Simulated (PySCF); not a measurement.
Dipole moment and polarisability of `COC[SiH2]OC(C)=O`

C₄H₁₀O₃Si.
Numbering: `[CH3:1][O:2][CH2:3][SiH2:4][O:5][C:6]([CH3:7])=[O:8]` (hydrogens: H9, H10, H11 on C1; H12, H13 on C3; H14, H15 on Si4; H16, H17, H18 on C7)

Structure used (PBE0-D3(BJ)/def2-SVP), in Å, numbered top down from 1:
```
atom  x, y, z in Å
C1    -3.0975    1.0172    0.3161
O2    -1.9694    0.2010    0.2574
C3    -1.6012   -0.1555   -1.0431
Si4   -0.0340   -1.1943   -0.9832
O5     1.1752   -0.0931   -0.4577
C6     2.4254   -0.5587   -0.3461
C7     3.3916    0.4814    0.1307
O8     2.7031   -1.7012   -0.6134
H9    -2.9427    1.9745   -0.2208
H10   -3.9887    0.5232   -0.1204
H11   -3.3017    1.2375    1.3734
H12   -2.4016   -0.7344   -1.5561
H13   -1.4186    0.7373   -1.6804
H14   -0.1638   -2.3079   -0.0094
H15    0.2846   -1.6754   -2.3558
H16    3.0582    0.8762    1.1015
H17    3.3997    1.3257   -0.5743
H18    4.3949    0.0508    0.2179
```

Level: CAM-B3LYP/def2-SVPD (PySCF), static field, nuclei fixed, core orbitals frozen in the response. The polarisability tensor in these axes (au):

```
x   100.69  -4.81   0.73
y    -4.81  83.92   5.21
z     0.73   5.21  75.55
```

**Question.** Diagonalise the tensor; give its mean and Δα, where Δα² is half the sum of the squared differences of the eigenvalues.

**Answer.** Principal values 72.77, 85.41 and 101.98 au; mean 86.72 au = 12.85 Å³ = 14.30 × 10⁻⁴⁰ C²·m²/J; Δα = 25.38 au (29 % of the mean).

**Question.** What is the dipole moment, and where does it point?

**Answer.** (-1.62, 2.46, -0.45) D, 2.98 D in size, pointing from the negative to the positive side. Measured along this direction, the outermost atoms are O8 at the negative end and H9 at the positive end.

**Question.** What would n − 1 = 2πNα be for an ideal gas of these molecules at 500 K and 1 atm, electronic part alone?

**Answer.** N = p/kT = 1.4678 × 10¹⁹ cm⁻³, so n − 1 = 2π × N × 12.85 × 10⁻²⁴ cm³ = 1185 × 10⁻⁶ at long wavelengths.

**Question.** Directions of the eigenvectors, and the extent of the frame along each?

**Answer.** Largest value along (0.96, -0.26, -0.03), where the nuclei span 8.20 Å; middle along (0.25, 0.85, 0.47), 4.46 Å; least along (-0.10, -0.46, 0.88), 2.74 Å. The response follows the extents in order.

**Question.** Find the Langevin capture rate constant for H3O+ (19.018 u) meeting this molecule (134.040 u), k = 2.342 × 10⁻⁹ cm³/s × √(α in Å³ / reduced mass in u).

**Answer.** The reduced mass is 16.66 u, so k = 2.06 × 10⁻⁹ cm³/s. The formula leaves out the permanent dipole, which adds to the capture rate.

**Question.** Form Σ f/ω² (atomic units) for the 10 lowest TDDFT singlets, given as eV and f, and set it beside the mean polarisability, which is this sum over all singlets: 5.88, 0.0007; 7.22, 0.0255; 7.75, 0.0115; 7.78, 0.0367; 8.12, 0.0198; 8.16, 0.0802; 8.19, 0.0176; 8.23, 0.0260; 8.28, 0.0329; 8.32, 0.0013.

**Answer.** They add up to 2.93 au, 3.4 % of the 86.72 au; the largest single term is 0.89 au, from the state at 8.16 eV. Terms in order: 0.02, 0.36, 0.14, 0.45, 0.22, 0.89, 0.19, 0.28, 0.36, 0.01 au. Higher excitations give the rest. The strengths listed sum to 0.252.

Isolated species at its PBE0-D3(BJ)/def2-SVP geometry (one conformer only).

These values come from a run that also computed excited states and ΔSCF ions. Run on an Arm Neoverse V2 with one thread, no GPU, shared host with 96 logical CPUs at a one-minute load of 89.
